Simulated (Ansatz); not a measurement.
Ansatz (a first-principles code) input (RPA@PBE/cc-pV(T+d)Z):
A basis named .json is the Basis Set Exchange file of that set.

Ansatz 0.2 input:
```yaml
crystal:
  periodic: [false, false, false]
  atoms:
    - {symbol: O, position_ang: [2.35528252, -0.21818522, -0.36872284]}
    - {symbol: B, position_ang: [1.19949805, 0.34573796, 0.04980003]}
    - {symbol: O, position_ang: [0.01349077, -0.25230506, -0.13267088]}
    - {symbol: Si, position_ang: [-1.57096800, 0.08625334, 0.21511153]}
    - {symbol: H, position_ang: [3.13232492, 0.31410764, -0.17612240]}
    - {symbol: H, position_ang: [-1.67963276, 1.38988614, 0.90482981]}
    - {symbol: H, position_ang: [-2.31922473, 0.11758532, -1.05770636]}
    - {symbol: H, position_ang: [-2.08759193, -0.99389336, 1.07958712]}
basis:
  gaussian:
    orbitals: cc-pV_T+d_Z.json
hamiltonian:
  xc: pbe
magnetization: {spin_polarized: true, initial_magnetization: 1}
correlation: {method: rpa, electrons: outside_noble_gas}
```

Output:

```
Functional definition: PBE
integrals: 0.22 GiB planned
1094 factors; integrals over basis functions are off by at most 1.3e-3 eV
0.29 GiB of the device are held for the grids
1.00 GiB of device memory are held for the factors and their scratch space
mean field: 0.84 GiB planned
mean field evaluation 1: about -12697.9271 eV, gradient 5.4e1 eV
mean field evaluation 2: about -12697.9203 eV, gradient 5.4e1 eV
mean field evaluation 4: about -12706.5952 eV, gradient 1.1e1 eV
mean field evaluation 8: about -12707.2097 eV, gradient 1.4e-1 eV
mean field evaluation 16: about -12707.2075 eV, gradient 2.2e-5 eV
mean field -12707.20749561 eV, -466.9812622090 hartree, gradient 1.2e-6 eV, S^2 0.752454; 0 other end points of the search recorded, 0 dependent functions left out
8 core orbitals not correlated
reference -12675.01617313 eV, -465.7982529281 hartree; 12, 11 occupied and 165, 166 virtual orbitals, 1094 factors
Total energy: -12705.14077261 eV, -466.9053115398 hartree
```

It need not be the lowest isomer of its formula.
